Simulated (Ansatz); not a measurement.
```yaml
crystal:
  periodic: [false, false, false]
  atoms:
    - {symbol: F, position_ang: [-0.918330, -1.953605, 0.981416]}
    - {symbol: Si, position_ang: [-0.284986, -1.581119, -0.452863]}
    - {symbol: O, position_ang: [0.064267, 0.032135, -0.407072]}
    - {symbol: Si, position_ang: [0.417957, 1.475869, 0.217135]}
    - {symbol: H, position_ang: [-1.443265, -1.666654, -1.405365]}
    - {symbol: H, position_ang: [0.823333, 1.421818, 1.646949]}
    - {symbol: H, position_ang: [1.402423, 2.203456, -0.625901]}
basis:
  gaussian: {orbitals: def2-SVP}
magnetization: {spin_polarized: true, initial_magnetization: 8}
hamiltonian: {xc: {name: HF}}
correlation: {method: mp2}
output: {forces: true}
```

```sh
$ ansatz run in.yaml --threads 2 --pin off --events-out ev --progress --plain --max-ram 4352MiB
```

Shortened log:

```
Functional definition: HF
741 factors; integrals over basis functions are off by at most 1.2e-3 eV
mean field evaluation 1: about -20473.2219 eV, gradient 2.1e1 eV
mean field evaluation 2: about -20473.2266 eV, gradient 2.1e1 eV
mean field evaluation 4: about -20479.2098 eV, gradient 7.3e0 eV
mean field evaluation 8: about -20481.1169 eV, gradient 1.7e0 eV
mean field evaluation 16: about -20481.3823 eV, gradient 2.1e-1 eV
mean field evaluation 32: about -20481.5086 eV, gradient 1.3e-4 eV
mean field evaluation 96: about -20482.3129 eV, gradient 1.1e-3 eV
a density is far from that of the atoms, so the factors are made again for it
783 factors; integrals over basis functions are off by at most 1.1e-3 eV
mean field -20482.31332118 eV, -752.7111311429 hartree, gradient 1.9e-6 eV, S^2 20.009144; 8 other end points of the search recorded, 0 dependent functions left out
12 core orbitals not correlated: weight in the atoms' cores, before any rotation towards them, 1.000 or more for the frozen orbitals, at most 0.000 for the correlated occupied ones
reference -20482.31332118 eV, -752.7111311429 hartree; 16, 8 occupied and 51, 59 virtual orbitals, 783 factors
second order -11.69786069 eV of doubles, -0.00000000 eV of singles
Total energy: -20494.01118187 eV, -753.1410195940 hartree
Atom 0 at    -0.918330    -1.953605     0.981416 Å, force     0.179139    -0.379553     0.409810 eV/Å
Atom 1 at    -0.284986    -1.581119    -0.452863 Å, force    -1.934462    -3.773957    -0.430187 eV/Å
Atom 2 at     0.064267     0.032135    -0.407072 Å, force    -1.132714    -6.385986    -4.548166 eV/Å
Atom 3 at     0.417957     1.475869     0.217135 Å, force    -5.532464     6.111548     1.083632 eV/Å
Atom 4 at    -1.443265    -1.666654    -1.405365 Å, force     0.520209     0.184788     0.041887 eV/Å
Atom 5 at     0.823333     1.421818     1.646949 Å, force     2.084129    -0.288234     9.156273 eV/Å
Atom 6 at     1.402423     2.203456    -0.625901 Å, force     5.816163     4.531394    -5.713249 eV/Å
Dipole moment:     0.146539    -0.804827    -0.419472 e Å
```

In this input the spin is set far too high for this molecule. Self-consistency was reached. The result belongs to that input, not to the molecule as meant.
